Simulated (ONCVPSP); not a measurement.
**Hg (Z = 80), ONCV: configuration errors across variants**

Hg (Z = 80), optimised norm-conserving Vanderbilt (ONCV), made with ONCVPSP 4.0.1 (LDA (Perdew-Wang 92), scalar-relativistic). Core [Kr] 4d10 4f14, reference 5s2 5p6 5d10 6s1 (charge +1). Waves: 5s+6s: rc 1.60 bohr, ncon 3, nbas 8, qcut 5.9 1/bohr, 2 projectors; 5p: rc 1.10 bohr, ncon 4, nbas 7, qcut 7.2 1/bohr, 3 projectors, debl 0.9 Ha; 5d: rc 2.05 bohr, ncon 4, nbas 8, qcut 8.2 1/bohr, 2 projectors, debl 2.5 Ha. Local part: polynomial inside 0.95 bohr (lpopt 5, dvloc0 0 Ha). Core correction: polynomial model core, fcfact 0.7.

In the p channel the program set the typed energies aside and used -2.790, 0.250, 1.150 Ha.

All-electron excitation energies from the reference (eV): (1) 5s2 5p6 5d10 6s2 -11.042; (2) 5s2 5p6 5d10 6s0 19.391; (3) 5s2 5p6 5d9 6s0 55.207; (4) 5s2 5p6 5d10 6s0 6p1 7.540.

A true bound ghost makes a file unfit for plane-wave use even where its test errors are small: the radial tests pick states by their node count and pass the ghost by.

Errors AE − PS in meV (a dash: test not solved or not reliable):

| change | (1) | (2) | (3) | (4) | bound ghosts | GHOST(+) flags above zero |
| --- | --- | --- | --- | --- | --- | --- |
| base | +1.0 | -12 | -21 | -5.4 | p, s | p |
| p: rc 0.8; local potential polynomial inside 0.80 bohr (lpopt 5, dvloc0 0 Ha) | -1.4 | -14 | -22 | -8.0 | s, p | p |
| p: rc 0.98 | +1.0 | -12 | -21 | -5.6 | p, s | p |
| p: rc 1.12 | +1.0 | -12 | -21 | -5.3 | s | p |
| p: rc 1.28 | +1.1 | -12 | -20 | -5.0 | s | p |
| p: rc 1.4 | +1.1 | -12 | -20 | -4.8 | p, s | p |

(1) Give the same row for: p: rc 1.56.

Results:

(1) +1.1, -12, -20, -4.5; bound ghosts: s; GHOST(+) flags above zero: p.
